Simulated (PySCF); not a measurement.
From one molecule to another.

First species: CH12O2Si5.
SMILES: `O([Si@H]1[SiH2][Si@H]([SiH2]1)O[SiH3])C`

Second species: C4H8F2.
Numbering: `[CH3:1][CH2:2][C@H:3]([F:4])[CH2:5][F:6]` (hydrogens: H7, H8, H9 on C1; H10, H11 on C2; H12 on C3; H13, H14 on C5)

Levels: PBE0/pcSseg-1 for dipole moment, HOMO energy, LUMO energy and HOMO–LUMO gap; GFN2-xTB for rotational constant A and rotational constant C. Geometries: GFN2-xTB. Each structure is a single optimised conformer of the isolated species, non-relativistic unless stated. Electronic properties by PySCF.

Dipoles, sizes and rotational constants follow the conformer. The torsions of the flexible species, by atom-mapped SMILES:
- `[CH3:1][O:2][Si@H:3]1[SiH2:4][Si@@H:5]([O:6][SiH3:7])[SiH2:8]1`: C1–O2–Si3–Si4 -53°, Si4–Si5–O6–Si7 40°
- `[CH3:1][CH2:2][C@H:3]([F:4])[CH2:5][F:6]`: C1–C2–C3–F4 -65°, C2–C3–C5–F6 -68°

Values for the first species:

```
Dipole moment         : 0.70 D
HOMO energy           : -6.92 eV
LUMO energy           : -2.06 eV
HOMO–LUMO gap         : 4.86 eV
Rotational constant A : 1.025 GHz
Rotational constant C : 0.557 GHz
```

Task: Estimate the same properties for the second species, and the change in each.

Result: 
```csv
property,first,second,second less first
dipole moment,0.70 D,0.54 D,-0.16 D
HOMO energy,-6.92 eV,-9.08 eV,-2.16 eV
LUMO energy,-2.06 eV,1.66 eV,+3.72 eV
HOMO–LUMO gap,4.86 eV,10.74 eV,+5.88 eV
rotational constant A,1.025 GHz,5.202 GHz,+4.177 GHz
rotational constant C,0.557 GHz,1.713 GHz,+1.156 GHz
```

On the first: In atomic units the dipole is 0.27 e·bohr (1 au = 2.5417 D).

On the second: The dipole matches unit charges of opposite sign 0.11 Å apart (1 e·Å = 4.8032 D).
